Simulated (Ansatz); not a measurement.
Correlation energies of ClGe₂H₅S (`[Cl][GeH2][S][GeH3]`) by basis set

Z-matrix (Å, degrees):
```
Ge
S 1 2.199
Cl 1 2.161 2 110.1
H 1 1.531 2 107.9 3 117.4
H 1 1.534 2 111.5 3 -116.5
Ge 2 2.234 1 98.5 3 58.8
H 6 1.532 2 109.8 1 -83.9
H 6 1.533 2 105.3 1 156.5
H 6 1.536 2 108.7 1 37.3
```

The species carries charge 0 and has multiplicity 1. Correlated methods include outer-core shells of Ge, which these sets cover unevenly. Scalar relativity is left out up to krypton. All single points use the PBE0-D4/def2-TZVP geometry. It is one conformer, not always the lowest. Frozen core, restricted reference, Ansatz 0.2.0.

```tsv
basis	HF (Eh)	MP2 corr.
def2-SVP	-5009.96260	-0.72565
def2-TZVPP	-5010.79097	-0.88262
def2-QZVPP	-5010.89920	-1.44568
```

(1) Estimate the CCSD correlation energy and the (T) correction in each basis where they were run (hartree).

Results:

(1) 
```csv
basis,CCSD corr.,(T)
def2-SVP,-0.76232,-0.02153
def2-TZVPP,-0.92852,-0.03804
```
